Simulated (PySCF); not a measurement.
Molecule: `[SiH2]1[SiH2][SiH2][SiH2][SiH2][SiH2]1`, H12Si6.

Structure with atom numbers: `[SiH2:1]1[SiH2:2][SiH2:3][SiH2:4][SiH2:5][SiH2:6]1` (H(Xn): hydrogen on atom n).

Geometry PBE0-D3(BJ)/def2-SVP throughout; GIAO in PySCF 2.14.0 with density-fitted response routines, gas phase, one conformer, non-relativistic; equivalent atoms averaged; functional PBE0.

**Question.** How do the shifts δ (against TMS at the same level) depend on the basis set? (ppm; last column core-seconds on shared hosts with different chips, so compare them loosely)

**Answer.** 
| basis set | functions | Si1/Si2/Si3/Si4/Si5/Si6 | H(Si1)/H(Si2)/H(Si3)/H(Si4)/H(Si5)/H(Si6) | core-s |
| --- | --- | --- | --- | --- |
| STO-3G | 66 | -75.7 | 1.35 | 6.9 |
| 6-31G | 102 | -81.3 | 3.22 | 14 |
| pcSseg-0 | 102 | -166.0 | 3.10 | 12 |
| 6-31G* | 132 | -75.6 | 3.81 | 19 |
| def2-SVP | 168 | -107.5 | 3.62 | 22 |
| cc-pVDZ | 168 | -92.5 | 3.69 | 28 |
| pcSseg-1 | 204 | -109.6 | 3.66 | 33 |
| aug-cc-pVDZ | 270 | -91.5 | 3.85 | 57 |
| 6-311+G(2d,p) | 282 | -108.0 | 4.00 | 55 |
| def2-TZVP | 294 | -111.7 | 3.99 | 63 |

**Question.** Which nucleus moves most, in ppm?

**Answer.** Si1/Si2/Si3/Si4/Si5/Si6 (silicon bonded to 2 Si, 2 H, in a 6-membered ring): from -166.0 ppm with pcSseg-0 to -75.6 ppm with 6-31G*. The smallest spread is 2.65 ppm, at H(Si1)/H(Si2)/H(Si3)/H(Si4)/H(Si5)/H(Si6).

**Question.** Taking the largest basis, def2-TZVP (294 functions), as the yardstick, rank the others by their worst heavy-atom deviation.

**Answer.** pcSseg-1 2.1 ppm (204 functions), 6-311+G(2d,p) 3.7 ppm (282 functions), def2-SVP 4.2 ppm (168 functions), cc-pVDZ 19.2 ppm (168 functions), aug-cc-pVDZ 20.2 ppm (270 functions), 6-31G 30.4 ppm (102 functions), STO-3G 36.0 ppm (66 functions), 6-31G* 36.1 ppm (132 functions), pcSseg-0 54.3 ppm (102 functions).

A small basis that lands close on one nucleus may do so by chance; judge by the trend and by all nuclei.
